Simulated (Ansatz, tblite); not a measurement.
Isomers of Be₂S₂⁻ (doublet), found by a short tight-binding search and relaxed with PBE0-D4/def2-TZVPD in Ansatz.

The xTB rows come from tblite. Correlated methods freeze 10 core orbitals. In CCSD on the charge -1 doublet the largest single amplitude is 0.27, so its Hartree–Fock determinant may place the open shell otherwise than the density functionals do.

Run but left out: HF/def2-TZVPPD, MP2/def2-TZVPPD (A: ⟨S²⟩ 1.27, where a pure state has 0.75).

A: At PBE-D4/def2-TZVPD, r2SCAN-D4/def2-TZVPD, B97M-V/def2-TZVPD, PBE0-D4/def2-TZVPD and others the highest occupied level of the charge -1 doublet lies above zero (up to 0.54 eV). It is a level of β spin, whose loss leaves a triplet; that state wasn't run at this geometry and level. The electron is either unbound and held by the finite basis, or the level is raised by self-interaction error. At r2SCAN-D4/def2-TZVPD, PBE0-D4/def2-TZVPD, r2SCAN0-D4/def2-TZVPD, CCSD(T)/def2-TZVPPD the charge -1 doublet is spin-contaminated (final ⟨S²⟩ up to 1.27, 0.75 for a pure state). At CCSD(T)/def2-TZVPPD T1 of the charge -1 doublet is large (up to 0.084), so the single-reference result is doubtful. B: At PBE-D4/def2-TZVPD, r2SCAN-D4/def2-TZVPD, B97M-V/def2-TZVPD the highest occupied level of the charge -1 doublet lies above zero (up to 0.64 eV). By energy differences its removal costs 1.44 eV (vertical, to the charge 0 singlet, at CCSD(T)/def2-TZVPPD).

Other spin states were run for one of them alone.

A:

Cartesian coordinates in Å:
```
Be -1.016 -0.335 1.221
Be 1.320 0.815 -0.483
S -0.763 0.586 -0.653
S 0.459 -1.066 -0.085
```

B:

Cartesian coordinates in Å:
```
Be -0.854 0.516 -0.242
Be 0.854 -0.516 0.242
S 0.029 0.743 1.479
S -0.029 -0.743 -1.479
```

Task: Estimate which lies lowest at each level, and how far above it the others are (kJ/mol).

Result: 
```
                level      A    B
             GFN1-xTB  150.4  0.0
             GFN2-xTB  265.4  0.0
    PBE-D4/def2-TZVPD  405.0  0.0
 r2SCAN-D4/def2-TZVPD  428.7  0.0
    B97M-V/def2-TZVPD  432.3  0.0
   PBE0-D4/def2-TZVPD  422.4  0.0
r2SCAN0-D4/def2-TZVPD  435.5  0.0
     CCSD/def2-TZVPPD  419.4  0.0
  CCSD(T)/def2-TZVPPD  406.7  0.0
```
Point groups (tolerance 0.1 Å): A C2v, B D2h. Lower isomers may exist.
